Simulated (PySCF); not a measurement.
# Correlation energy of Zr²⁴⁺ (zirconium, charge +24)

[Ne] 3s2 3p4, high-spin 3P determinant. Computed with PySCF 2.14 in an even-tempered Gaussian basis (18 s from 2.5 bohr⁻², ratio 2.5; 12 p from 3.2 bohr⁻², ratio 2.5; 5 d from 17 bohr⁻², ratio 2.7; 4 f from 25 bohr⁻², ratio 2.7), with scalar relativity by spin-free X2C-1e. Frozen: 1s2; 14 electrons correlated; the 21 highest virtual orbitals of each spin left out.

```csv
level,correlation energy (mhartree)
CCSD,-555.09
(T),-1.75
CCSD(T),-556.84
```

Diagnostics: T1 = 0.0011, D1 = 0.0049, largest double amplitude 0.025.

Spin-orbit coupling is strong in this species (close to jj coupling), so the high-spin LS determinant is a model state, not a physical level.

Cost of the coupled-cluster step: of the order of 90 core-seconds, for 14 correlated electrons.

At this charge the one-electron X2C treatment keeps the bare 1/r₁₂, with no two-electron picture change or Breit term. The effect here is smaller than on the frozen 1s shell; and a scalar Hamiltonian misses the large spin-orbit splitting of the p shells, which matters for ns² → np² pairs.

Spin-orbit coupling is strong in this species, so the high-spin LS determinant is a model state.
